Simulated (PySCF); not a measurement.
Species: `C#CP1CC(OC)C1`. The columns A, B, C and D hold Mulliken, IAO, Hirshfeld and ESP-fitted charges (e) of one PBE0/pcSseg-1 density (PySCF), in a shuffled order. Coordinates in Å (GFN2-xTB); the density's dipole moment is (-1.11, -0.66, -1.43) D.

| atom | x | y | z | A | B | C | D |
| --- | --- | --- | --- | --- | --- | --- | --- |
| C1 | 2.887 | 0.595 | -1.797 | -0.344 | -0.103 | -0.599 | -0.222 |
| C2 | 2.445 | 0.403 | -0.695 | -0.053 | -0.113 | +0.275 | -0.276 |
| P3 | 1.993 | 0.104 | 0.991 | +0.478 | +0.184 | -0.277 | +0.535 |
| C4 | 0.502 | 1.251 | 1.022 | -0.330 | -0.116 | +0.137 | -0.433 |
| C5 | -0.352 | 0.219 | 0.281 | +0.050 | +0.040 | +0.106 | +0.096 |
| O6 | -1.677 | 0.193 | 0.748 | -0.499 | -0.145 | -0.430 | -0.389 |
| C7 | -2.519 | -0.657 | 0.012 | -0.026 | -0.042 | +0.016 | -0.203 |
| C8 | 0.521 | -1.007 | 0.619 | -0.373 | -0.123 | +0.103 | -0.456 |
| H9 | 3.221 | 0.769 | -2.778 | +0.054 | +0.094 | +0.351 | +0.202 |
| H10 | 0.139 | 1.374 | 2.043 | +0.154 | +0.044 | +0.051 | +0.161 |
| H11 | 0.605 | 2.227 | 0.552 | +0.159 | +0.044 | -0.007 | +0.155 |
| H12 | -0.339 | 0.405 | -0.805 | +0.119 | +0.031 | +0.037 | +0.123 |
| H13 | -2.200 | -1.703 | 0.085 | +0.092 | +0.036 | +0.022 | +0.122 |
| H14 | -2.542 | -0.369 | -1.047 | +0.089 | +0.037 | +0.052 | +0.121 |
| H15 | -3.515 | -0.552 | 0.438 | +0.123 | +0.051 | +0.097 | +0.159 |
| H16 | 0.650 | -1.754 | -0.163 | +0.157 | +0.039 | -0.004 | +0.150 |
| H17 | 0.174 | -1.488 | 1.535 | +0.151 | +0.041 | +0.069 | +0.155 |

Q: Which column most likely holds the ESP-fitted charges?

A: C. Σ q r misses the density's dipole by 0.07 D (C), 1.95 D (B), 2.50 D (D), 4.19 D (A). Charges fitted to the outside potential are the only set here that is tied to the molecule's multipoles.

Q: And the Hirshfeld charges?

A: B. The mean sizes are 0.075 e (B), 0.155 e (C), 0.191 e (A), 0.233 e (D), and Hirshfeld charges are commonly the smallest of these schemes.

As computed, A = Mulliken, B = Hirshfeld, C = ESP-fitted, D = IAO. Hydrogens on carbon: Mulliken +0.05 to +0.16, Hirshfeld +0.03 to +0.09, ESP-fitted -0.01 to +0.35, IAO +0.12 to +0.20 e.

The IAO scheme projects the occupied orbitals on a minimal set of polarised atomic orbitals and counts the electrons in each atom's part of it. The ESP scheme fits charges at the nuclei, held to the total charge, to the electrostatic potential on points at 1.4 to 2.0 times the van der Waals radii.

Isolated species at its GFN2-xTB geometry (one conformer only).

These values come from a run that also computed NMR shieldings. Hardware: one thread, Arm Neoverse V1 (aarch64), on a shared host. Cost: 26 s, 0.84 GiB resident at most.

Shape of the structure used: `[CH:1]#[C:2][P:3]1[CH2:4][CH:5]([O:6][CH3:7])[CH2:8]1`: C4–C5–O6–C7 175°.
